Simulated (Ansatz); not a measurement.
```csv
atom,x (Å),y (Å),z (Å)
N,-0.0054,-0.0382,0.1233
H,0.9568,0.0336,-0.2979
H,-0.4775,0.8326,-0.2138
H,-0.4656,-0.8483,-0.2409
```

Basis set: cc-pVDZ (spherical functions). Frozen core: 1 orbital. Charge 0, multiplicity 1.

Computed with Ansatz (development build ahead of 0.2.0); each method stands on the lowest determinant of its kind that the runs found. Restricted open shells among the atoms or ions are ROHF, correlated in semicanonical orbitals with singles.

Problem. Give the atomization energy at this shape (free ground-state atoms in the same class of orbitals less the molecule, no zero-point energy) of singlet NH3 by RHF-MP2, RHF.

Solution.

| method | atomization energy |
| --- | --- |
| RHF-MP2 | 263.61 kcal/mol |
| RHF | 191.69 kcal/mol |
